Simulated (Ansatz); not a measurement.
Mulliken charges of BFH₃NO (`NB(O)F`) from r2SCAN/def2-TZVPP in Ansatz (PBE0-D4/def2-TZVP geometry).

| atom | x (Å) | y (Å) | z (Å) | charge (e) |
| --- | --- | --- | --- | --- |
| N1 | -0.532 | 0.753 | -0.032 | -0.382 |
| B2 | 0.039 | -0.506 | -0.289 | 0.477 |
| O3 | 1.106 | -1.044 | 0.367 | -0.323 |
| F4 | -0.495 | -1.258 | -1.256 | -0.305 |
| H5 | -1.320 | 1.082 | -0.560 | 0.184 |
| H6 | -0.210 | 1.394 | 0.668 | 0.154 |
| H7 | 1.473 | -0.489 | 1.056 | 0.195 |

Question: By hand: the dipole of these point charges (1 e Å = 4.8032 D).

Answer: Σ q r = (0.028, 0.510, 0.345) e Å, of length 0.616 e Å = 2.96 D.

Question: How does the dipole of the full density compare? (Estimate.)

Answer: Ansatz gave: (-0.004, 0.630, 0.390) e Å, 3.56 D; the point charges give 0.83 times that, at 4° from its direction.

Point charges leave out the atoms' own dipoles, such as those of lone pairs, and Mulliken's split depends on the basis, so the two needn't agree.
